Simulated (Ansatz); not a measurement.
The same ligand exchange along the group B, Al, In.

Gas-phase electronic energies from Ansatz, PBE0-D4/def2-TZVP geometries. CCSD(T)/CBS is the MP2 limit (def2-TZVPP, def2-QZVPP) plus CCSD(T) − MP2 in def2-TZVPP, frozen cores. def2 core potentials past Kr. For Ge, In, Se outer-core shells are correlated without core-valence functions, which leaves a few kJ/mol of doubt a bond. Scalar relativity is left out up to krypton. One conformer a species, not always the lowest.

Problem. Order these by ΔE at CCSD(T)/CBS, lowest first. (An estimate is asked.)
A. `Cl[B](Cl)[GeH3]` + H₂Se → `ClB(Cl)[SeH]` + GeH₄
B. `[Cl][Al]([Cl])[GeH3]` + H₂Se → `[Cl][Al]([Cl])[SeH]` + GeH₄
C. `[Cl][In]([Cl])[GeH3]` + H₂Se → `[Cl][In]([Cl])[SeH]` + GeH₄

Solution. B (-20.7 kcal/mol), A (-16.4 kcal/mol), C (-10.0 kcal/mol).

Largest T1 diagnostic: 0.013, for `Cl[B](Cl)[GeH3]`.
